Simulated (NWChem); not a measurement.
**Atomisation of HCl$_{2}$Si**

```xyz
4

Cl     0.3399    -0.1718     1.7102
Si    -0.6807     0.4355     0.0000
Cl     0.3399    -0.1718    -1.7102
H     -2.0262    -0.2551     0.0000
```
Charge 0, spin multiplicity 2.

All runs are NWChem calculations. Structure: optimised with UPBE/def2-SVP, a minimum by its harmonic frequencies.

Basis set: def2-TZVP. The atomisation energy is electronic alone: no zero-point, thermal, spin-orbit or counterpoise terms. No value is extrapolated to the basis-set limit. Free atoms are single determinants with multiplicities Cl 2, Si 3, H 2.

B3LYP has NWChem's definition, with VWN1-RPA local correlation. The structure started from a generated list of species. The unpaired electrons of the parent sit in orbitals of symmetry a' (Cs labels of the run); other states weren't searched. No SCF solution was tested for a lower state.

Order these methods by the atomisation energy they give, lowest first: PBE, BHandHLYP, r2SCAN, PBE0, B3LYP.

BHandHLYP (246.5 kcal/mol), B3LYP (251.7 kcal/mol), PBE0 (258.4 kcal/mol), PBE (261.9 kcal/mol), r2SCAN (264.7 kcal/mol)
